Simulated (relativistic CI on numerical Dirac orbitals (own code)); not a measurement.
# What each ingredient does to the levels of Mn VIII

Base calculation: Dirac-Coulomb-Breit CI, separate exchange-only KLI orbitals for each configuration, model QED (radiative potential, 1s self-energy scaled to tabulated hydrogen-like ionisation energies), unscaled Slater integrals.

Configuration list (outside the closed core [Ne]): 3s2 3p6, 3s2 3p5 3d, 3s 3p6 3d, 3s2 3p5 4s, 3s2 3p5 4p, 3s2 3p5 4d, 3s 3p6 4s, 3s2 3p5 4f, 3s2 3p5 5s, 3s 3p6 4p, 3s2 3p5 5p, 3s2 3p5 5d, 3s 3p6 4d, 3s2 3p5 5f, 3s2 3p5 5g, 3s2 3p5 6s, 3s2 3p5 6p, 3s2 3p5 6d, 3p6 3d 4p, 3s 3p6 4f, 3s 3p6 5s, 3s 3p6 5p, 3s 3p6 5d, 3p6 3d2, 3p5 3d3, 3p5 3d2 4s, 3p5 3d2 4p, 3p5 3d2 4d, 3p6 3d 4s, 3p5 3d 4s2, 3p5 3d 4s 4p, 3p5 3d 4s 4d. Double excitations out of closed p, d and f shells are left out; levels of such configurations are missing from the list, as are those of other unlisted configurations, and high levels can miss mixing partners. These lack a partner that the ground configuration has and come out too high: 3s2 3p5 4f, 3s2 3p5 5s, 3s2 3p5 5p, 3s2 3p5 5d, 3s2 3p5 5f.

Variants: (1) P86 correlation estimate; (2) configuration mixing switched off; (3) one mean potential for all configurations. Shifts of the energy above 3s2 3p6 1S_0, in cm⁻¹, for the lowest level and the first level of each name with at least 55 % of one term (blank where a level changes its place among those of its configuration and J or its character, or is not in the variant):

```csv
Level,Base,Δ(1),Δ(2),Δ(3),Measured
3s2 3p6 1S_0,0,0,0,0,0
3s2 3p5 3d 3P°_0,368497,+888,+5,-172,
3s2 3p5 3d 3P°_1,370571,+888,+11,-172,
3s2 3p5 3d 3P°_2,374904,+888,+22,-171,
3s2 3p5 3d 3F°_4,386540,+891,+281,-180,
3s2 3p5 3d 3F°_3,389818,+891,+267,-179,
3s2 3p5 3d 3F°_2,393558,+891,+266,-178,
3s2 3p5 3d 3D°_3,418380,+886,-180,-157,
3s2 3p5 3d 1D°_2,419990,+886,-192,-154,
3s2 3p5 3d 3D°_1,422482,+885,-214,-152,
3s2 3p5 3d 3D°_2,424298,+885,-208,-152,
3s2 3p5 3d 1F°_3,426471,+887,-112,-161,
3s2 3p5 3d 1P°_1,562417,+917,+1460,-347,539200
3s 3p6 3d 3D_1,720904,+1845,+1582,-250,
3s 3p6 3d 3D_2,721453,+1845,+1582,-253,
3s 3p6 3d 3D_3,722329,+1845,+1581,-257,
3s 3p6 3d 1D_2,766771,+1786,+840,-187,
3s2 3p5 4s 3P°_2,798706,+8105,+1936,+4655,
3s2 3p5 4s 3P°_1,803461,+8102,+1486,+4854,
3s2 3p5 4s 3P°_0,811164,+8106,+2050,+4820,
3s2 3p5 4s 1P°_1,816861,+8094,+755,+5296,
3s2 3p5 4p 3S_1,869810,+8521,+5766,+4404,
```

At this charge configurations can still be misplaced by up to about 7 % of their energy. 1 of the 1 excited levels that our extract of the measured tables holds in this range could be paired (the sources list more); they are missed by 23217 cm⁻¹ on average and 23217 at most, and levels without a partner can miss by more.

Measured levels: Corliss and Sugar, J. Phys. Chem. Ref. Data 6, 1253 (1977).

Ionisation energy from the two ground configurations alone: base 194.167 eV; P86 correlation estimate 195.698 eV. The NIST ASD value (semi-empirical) is 195.5 eV.

LS names give the leading component of a level, which can be under half, so a name can repeat, a term be missing and a line seem to break the LS rules.
